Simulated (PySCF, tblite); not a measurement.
Compound: C7H11NOSi.
Z-matrix (Å and degrees, GFN2-xTB geometry), rows numbered from 1:
```
C 
C   1  1.3194
C   2  1.4945  1  124.51
C   3  1.5395  2  110.85  1   116.05
C   4  1.4871  3  110.51  2   -62.72
C   5  1.4149  4  127.60  3   -83.07
N   6  1.3038  5  111.14  4   177.44
O   7  1.3512  6  106.93  5    -0.17
C   8  1.3458  7  109.98  6    -0.00
Si  9  1.8758  5  134.76  4     2.23
H   1  1.0766  2  122.12  3  -179.39
H   1  1.0779  2  121.74  3     1.18
H   2  1.0827  1  120.28  3   178.45
H   3  1.0934  2  109.55  1  -124.13
H   3  1.0917  2  109.94  1    -5.09
H   4  1.0917  3  109.37  2    57.89
H   4  1.0924  3  109.16  2   176.74
H   6  1.0718  5  128.59  4    -2.94
H  10  1.4600  9  107.70  5   146.47
H  10  1.4647  9  107.44  5    27.10
H  10  1.4622  9  109.07  5   -92.46
```

Level of theory: PBE0/pcSseg-1 in PySCF (dipole) on a GFN2-xTB geometry, gas phase.

Masses are those of the commonest isotopes; rigid-rotor values at the optimised geometry. The values belong to one conformer with, in the numbering `[CH2:1]=[CH:2][CH2:3][CH2:4][c:5]1[cH:6][n:7][o:8][c:9]1[SiH3:10]`, C1–C2–C3–C4 116°, C2–C3–C4–C5 -63°, C3–C4–C5–C6 -83°.

Give the principal moments of inertia and the rotational constants in MHz.

Ia = 378.01, Ib = 499.57, Ic = 666.51 u·Å²; 505379 MHz·u·Å²/I gives A = 1337, B = 1012, C = 758.2 MHz.

What kind of rotor is it?

An asymmetric top. Ray's parameter κ = (2B − A − C)/(A − C) = -0.124; −1 is the prolate and +1 the oblate limit.

What does the inertial defect say?

Not planar: Δ = Ic − Ia − Ib = -211.06 u·Å². For a rigid frame Δ = −2 Σ m c², so Σ m c² = 105.53 u·Å² lies off the ab plane: 23.28 from hydrogen and 82.25 from heavier atoms. The atom farthest from that plane is 2.25 Å away.

Give the coordinates in the principal-axis frame, origin at the centre of mass.

The sense of each axis is arbitrary; atoms in the order of the calculation.
| atom | mass (u) | a (Å) | b (Å) | c (Å) |
| --- | --- | --- | --- | --- |
| C1 | 12.000 | 2.264 | 0.445 | 1.663 |
| C2 | 12.000 | 2.333 | 0.460 | 0.346 |
| C3 | 12.000 | 2.289 | -0.758 | -0.519 |
| C4 | 12.000 | 1.038 | -0.749 | -1.417 |
| C5 | 12.000 | -0.197 | -0.787 | -0.590 |
| C6 | 12.000 | -0.825 | -1.924 | -0.028 |
| N7 | 14.003 | -1.862 | -1.584 | 0.685 |
| O8 | 15.995 | -1.955 | -0.237 | 0.627 |
| C9 | 12.000 | -0.962 | 0.260 | -0.133 |
| Si10 | 27.977 | -0.902 | 2.125 | -0.332 |
| H11 | 1.008 | 2.289 | 1.348 | 2.248 |
| H12 | 1.008 | 2.187 | -0.477 | 2.216 |
| H13 | 1.008 | 2.403 | 1.400 | -0.187 |
| H14 | 1.008 | 3.176 | -0.786 | -1.158 |
| H15 | 1.008 | 2.283 | -1.656 | 0.103 |
| H16 | 1.008 | 1.039 | 0.155 | -2.029 |
| H17 | 1.008 | 1.064 | -1.619 | -2.076 |
| H18 | 1.008 | -0.554 | -2.956 | -0.130 |
| H19 | 1.008 | -2.278 | 2.614 | -0.339 |
| H20 | 1.008 | -0.243 | 2.409 | -1.608 |
| H21 | 1.008 | -0.137 | 2.699 | 0.774 |

List the rotational levels J(Ka,Kc) to J = 3 (cm⁻¹).

Above 0(0,0):
J = 1: 1(0,1) 0.0590, 1(1,1) 0.0699, 1(1,0) 0.0783
J = 2: 2(0,2) 0.1737, 2(1,2) 0.1795, 2(1,1) 0.2049, 2(2,1) 0.2374, 2(2,0) 0.2408
J = 3: 3(0,3) 0.3399, 3(1,3) 0.3421, 3(1,2) 0.3919, 3(2,2) 0.4145, 3(2,1) 0.4289, 3(3,1) 0.4917, 3(3,0) 0.4927

Which types of transition are allowed, and where do some lines up to J = 5 fall?

The dipole components are |μa| = 2.73 D, |μb| = 0.64 D, |μc| = 1.77 D. Intensities carry the squares of the components, which stand as 1.00 : 0.05 : 0.42 (a : b : c). Some lines, for components of 0.1 D or more:

| type | branch | J(Ka,Kc) | MHz | lower level (cm⁻¹) |
| --- | --- | --- | --- | --- |
| c | Q | 1(1,1) ← 1(0,1) | 325 | 0.059 |
| a | Q | 2(1,1) ← 2(1,2) | 760 | 0.180 |
| c | Q | 5(3,3) ← 5(2,3) | 1058 | 0.998 |
| b | Q | 4(3,1) ← 4(2,2) | 1684 | 0.682 |
| c | Q | 5(4,2) ← 5(3,2) | 2555 | 1.052 |
| b | Q | 5(3,3) ← 5(2,4) | 2917 | 0.936 |
| a | Q | 5(1,4) ← 5(1,5) | 3242 | 0.822 |
| c | R | 3(3,1) ← 2(2,1) | 7624 | 0.237 |
| b | R | 5(1,4) ← 4(2,3) | 8461 | 0.648 |
| a | R | 5(4,1) ← 4(4,0) | 9116 | 0.835 |
| c | R | 5(2,3) ← 4(1,3) | 10866 | 0.635 |
| c | R | 5(4,2) ← 4(3,2) | 12117 | 0.733 |
| c | R | 5(5,0) ← 4(4,0) | 12932 | 0.835 |
| c | R | 5(5,1) ← 4(4,1) | 12937 | 0.834 |

Its GFN2-xTB frequencies are all real (lowest 35 cm⁻¹). Constants of a rigid frame at the computed geometry: no zero-point averaging, no centrifugal distortion. A rigid rotor knows nothing of internal rotation, which can split or shift real lines. Quadrupole hyperfine structure (14N) is left out.
